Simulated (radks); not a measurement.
Results of a calculation; reference values are marked as such.
Pb LXXVIII, configuration [He] 2s2 2p1 (the NIST ground configuration). Level of theory: scalar-relativistic Kohn-Sham, PBE, spin-unpolarised, spherical densities, point nucleus (a radial shooting solver on a logarithmic mesh with Libxc functionals).

Radial electron density D(r) = 4 pi r^2 rho(r):

r (bohr)  D(r) (e/bohr)
0.00116           15.05
0.001287          17.40
0.001429          20.07
0.001585          23.10
0.001773          26.78
0.001967          30.62
0.002183          34.89
0.002442          39.97
0.002709          45.14
0.003006          50.73
0.003336          56.69
0.003731          63.46
0.00414           69.97
0.004593          76.57
0.005097          83.08
0.005701          89.75
0.006326          95.38
0.007019          100.2
0.007788          103.9
0.008711          106.3
0.009666          106.8
0.01073           105.4
0.012             101.8
0.01331           96.40
0.01477           89.39
0.01639           81.14
0.01833           71.53
0.02034           62.70
0.02257           54.75
0.02504           48.40
0.02801           43.95
0.03108           42.25
0.03449           42.71
0.03858           44.92
0.0428            47.58
0.0475            49.68
0.0527            50.20
0.05895           48.21
0.06541           43.80
0.07258           37.33
0.08053           29.64
0.09007           21.19
0.09995           14.20
0.1109            8.669
0.1231            4.774
0.1376            2.212
0.1527           0.9510
0.1695           0.3560
0.1895           0.1041
0.2103          0.02790
0.2334         0.006197
0.259          0.001119
0.2896        0.0001371

D(r) has 2 maxima, at r = 0.00944, 0.0515 bohr, and minima at 0.0318 bohr, inside which lie 2.15 electrons.
